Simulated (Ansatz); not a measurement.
Gas-phase electronic energies from Ansatz, PBE0-D4/def2-TZVP geometries. CCSD(T)/CBS adds triple-zeta CCSD(T) − MP2 to the extrapolated MP2 energy (def2 sets, frozen cores). This one scheme is used for every species. Functionals use def2-TZVPP. For Ga outer-core shells are correlated without core-valence functions, which leaves a few kJ/mol of doubt a bond. Scalar relativity is left out up to krypton. One conformer a species, not always the lowest.

`[AlH2][CH2][GaH2]` + CH₃OH → `CO[CH2][GaH2]` + `[AlH3]`  (substitution at a C–Al bond)

`[AlH2][CH2][GaH2]`:

Z-matrix (Å, degrees):
```
C
Ga 1 1.957
Al 1 1.939 2 116.4
H 1 1.095 2 107.2 3 -120.7
H 1 1.095 2 107.2 3 120.6
H 2 1.572 1 119.8 3 89.7
H 2 1.572 1 119.8 3 -89.2
H 3 1.589 1 120.0 2 89.2
H 3 1.589 1 120.1 2 -89.6
```

CH₃OH:

Cartesian coordinates in Å:
```
C 0.216 -0.188 0.212
O -0.970 0.124 -0.482
H 0.037 -1.120 0.749
H 0.486 0.581 0.946
H 1.067 -0.342 -0.464
H -0.836 0.944 -0.961
```

`CO[CH2][GaH2]`:

Z-matrix (Å, degrees):
```
C
O 1 1.403
H 1 1.091 2 107.8
H 1 1.098 2 111.1 3 119.6
H 1 1.099 2 111.1 3 -119.5
C 2 1.419 1 113.1 3 179.9
Ga 6 1.992 2 99.8 1 180.0
H 6 1.099 2 110.7 1 59.7
H 6 1.099 2 110.7 1 -59.7
H 7 1.571 6 119.6 2 85.6
H 7 1.571 6 119.9 2 -90.2
```

`[AlH3]`:

Z-matrix (Å, degrees):
```
Al
H 1 1.586
H 1 1.586 2 120.0
H 1 1.586 2 120.0 3 -179.9
```

CCSD(T)/CBS gives +30.8 kcal/mol.

Problem. Another level gave +27.3 kcal/mol. Which?
A. CAM-B3LYP-D4/def2-TZVPP
B. PBE0/def2-TZVPP
C. MP2/def2-TZVPP
D. BHLYP-D4/def2-TZVPP

Solution. A. CAM-B3LYP-D4 27.3, BHLYP-D4 28.4, PBE0 30.3, MP2/def2-TZVPP 31.3 kcal/mol.

Largest T1 diagnostic among the species: 0.012.

In def2-TZVPP, CCSD(T) changes the Hartree–Fock value by +3.3 kcal/mol (the triples alone add +0.3 kcal/mol) and MP2 by +5.0 kcal/mol. Leaving LDA and LC-ωPBE aside and taking each functional with its dispersion term where it has one, the values, not all of them listed here, spread over 3.9 kcal/mol, from BLYP-D4 to PBE-QIDH.
